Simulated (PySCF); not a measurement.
Geometry:
| atom | x (Å) | y (Å) | z (Å) |
| --- | --- | --- | --- |
| C1 | -1.996 | -1.208 | 0.486 |
| C2 | -0.513 | -0.928 | 0.719 |
| Si3 | 0.275 | 0.182 | -0.586 |
| N4 | -0.542 | 1.721 | -0.593 |
| Si5 | 2.525 | 0.611 | -0.082 |
| H6 | -2.411 | -1.881 | 1.254 |
| H7 | -2.591 | -0.282 | 0.517 |
| H8 | -2.172 | -1.681 | -0.493 |
| H9 | 0.059 | -1.872 | 0.742 |
| H10 | -0.361 | -0.449 | 1.701 |
| H11 | 0.228 | -0.563 | -1.898 |
| H12 | -1.540 | 1.740 | -0.779 |
| H13 | -0.096 | 2.498 | -1.069 |
| H14 | 2.667 | 1.168 | 1.300 |
| H15 | 3.114 | 1.601 | -1.041 |
| H16 | 3.335 | -0.647 | -0.165 |

Geometry: PBE0-D3(BJ)/def2-SVP; GIAO absolute shieldings from PySCF 2.14.0 with density-fitted response routines, gas phase, non-relativistic, averaged over equivalent atoms.

At PBE0/pcSseg-1 (154 basis functions, 30 s wall time on 1 thread of an Arm Neoverse N1, shared host):
| atoms | σ (ppm) |
| --- | --- |
| C1 | 174.0 |
| C2 | 174.1 |
| Si3 | 373.4 |
| Si5 | 460.1 |
| N4 | 257.6 |
| H11 | 26.22 |
| H14/H15/H16 | 27.91 |
| H6/H7/H8 | 30.10 |
| H10 | 30.41 |
| H9 | 30.83 |
| H12/H13 | 31.18 |

**Question.** Predict the values at KT2/pcSseg-2 on the same geometry.

**Answer.** 
```csv
atoms,σ at KT2/pcSseg-2,change
C1,171.2,-2.8
C2,168.1,-6.0
Si3,371.7,-1.7
Si5,466.2,+6.1
N4,248.5,-9.1
H11,25.68,-0.54
H14/H15/H16,27.80,-0.11
H6/H7/H8,29.99,-0.11
H10,30.08,-0.33
H9,30.44,-0.39
H12/H13,30.96,-0.22
```

The largest change is at N4 (nitrogen bonded to Si, 2 H). Cost: 348 basis functions, 2.1 min wall time on 1 thread of an Arm Neoverse N1, shared host.
